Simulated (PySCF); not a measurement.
SiHF, SMILES F[SiH] (connectivity only; charge and spin as stated), neutral, multiplicity 1.

Geometry optimised at r2SCAN-D4/def2-TZVPD. The isomer is the one that the SMILES or the coordinates give; other isomers of the formula were not compared.

Two levels are set side by side: TDA-PBE/def2-TZVPD (PySCF) and EOM-CCSD/aug-cc-pVDZ (PySCF). Vertical, same geometry; the bases differ. Differences are taken from unrounded values.

| quantity | EOM-CCSD | TDA-PBE | TDA-PBE minus EOM-CCSD |
|---|---|---|---|
| lowest singlet excitation (eV) | 3.12 | 2.97 | -0.15 |
| lowest triplet excitation (TDA for PBE) (eV) | 1.79 | 1.59 | -0.21 |

Functionals without exact exchange tend to place singlet excitations lower, as here. Differences between two approximate levels are no errors against the true value.

Rough cost on one machine, each run with all the roots and properties that it gave: EOM-CCSD against TDA-PBE about 3 times.
